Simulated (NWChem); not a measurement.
A series in which one site is exchanged, each optimised at PBE0/def2-SVP with NWChem, gas phase unless a solvent is named. All stand in one matching conformer (torsions within 35°), which need not be the lowest. This build's default masses of Se (78.918 u) and Br (79.917 u) are each other's, which moves their modes by up to 0.6 %. Some are not confirmed as minima by frequencies. def2 effective core potentials on I; no spin-orbit coupling.

A: [F][Mg][SeH] (MgHSeF; site = F)
B: [SeH][Mg][Cl] (MgHSeCl; site = Cl)
C: [I][Mg][SeH] (MgHSeI; site = I)
D: [MgH][SeH] (MgH2Se; site = H)

Values for A:

* **dipole (D), PBE0/def2-SVP**: 1.05
* **vertical ionisation energy, ΔSCF, PBE0/def2-SVP (eV)**: 9.51
* **static polarisability, PBE0/def2-SVPD (bohr³)**: 52.5
* **lowest singlet excitation, PBE0/def2-SVPD, TDA (eV)**: 4.22

How do these values change for the other members?


```tsv
change from A	B	C	D
dipole (D), PBE0/def2-SVP	-0.02	-0.31	-0.01
vertical ionisation energy, ΔSCF, PBE0/def2-SVP (eV)	-0.09	-0.45	-0.44
static polarisability, PBE0/def2-SVPD (bohr³)	+16.5	+42.5	+9.4
lowest singlet excitation, PBE0/def2-SVPD, TDA (eV)	-0.04	-0.13	+0.35
```
